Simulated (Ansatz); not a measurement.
Mo₃Se₈, relaxed as a singlet with RKS PBE-D4/def2-SVP in Ansatz, starting from the GFN1-xTB geometry. Force threshold 0.03 eV/Å.

In the def2 sets Mo takes a core potential; there is no spin–orbit coupling. The restricted singlet is unstable towards broken spin symmetry at other levels; at PBE-D4/def2-SVP this wasn't settled. The structure comes from a short search, and lower isomers may exist.

Start:

```xyz
11

Mo   -2.9049   -1.0137   -0.0774
Mo   -0.6351    0.1939   -0.0544
Mo    2.1154    0.7042    0.0229
Se   -3.5060   -2.1755   -1.9184
Se   -3.9498   -1.7093    1.7994
Se    0.7502   -0.1555   -1.9264
Se    0.4497    0.5732    1.9928
Se    2.3852    2.9312   -0.2040
Se    4.2235   -0.2664   -0.7606
Se   -2.6684    1.4374   -0.3226
Se    3.7402   -0.5195    1.4486
```

```
         step   energy (eV)  largest force component (eV/Å)  SCF passes
            1  -528239.3100                           1.036          58
            2  -528239.4618                           0.388          42
            3  -528239.5016                           0.263          36
            4  -528239.5459                           0.284          40
            5  -528239.6011                           0.451          39
            6  -528239.6642                           0.553          39
            7  -528239.7512                           0.484          40
            8  -528239.8554                           0.381          40
            9  -528239.9650                           0.281          43
           10  -528240.0871                           0.458          47
           11  -528240.2634                           0.634          57
           12  -528240.4693                           0.503          45
           13  -528240.6352                           0.319          47
           14  -528240.7245                           0.470          59
           15  -528240.7824                           0.647          48
           16  -528240.8066                           0.148          50
           17  -528240.8097                           0.298          56
           18  -528240.8207                           0.104          42
           19  -528240.8217                           0.089          49
           20  -528240.8262                           0.068          49
21 (rejected)  -528240.8130                           0.222          56
           22  -528240.8325                           0.072          49
23 (rejected)  -528240.8294                           0.235          49
           24  -528240.8348                           0.017          48
```

Force components are those of the run's own axes.

End:

```xyz
11

Mo   -3.464   -0.746   -0.131
Mo   -0.814   -0.079   -0.531
Mo    1.899    0.676    0.000
Se   -1.787   -2.293   -0.874
Se   -3.774   -1.062    2.068
Se    0.826    0.420   -2.201
Se    0.164   -0.092    1.613
Se    2.151    2.874    0.402
Se    3.886   -0.443   -1.085
Se   -2.663    1.497   -0.477
Se    3.574   -0.752    1.217
```

Bonds formed: Mo2–Se4 (atoms count from 1).

No frequencies were taken in this run, so the end may be a saddle point.

Hardware: 2 threads of AMD EPYC 7R13 on a shared host and a share (18 GiB) of an NVIDIA H100 80GB HBM3. Wall time 91 s, peak host memory 1 GiB.
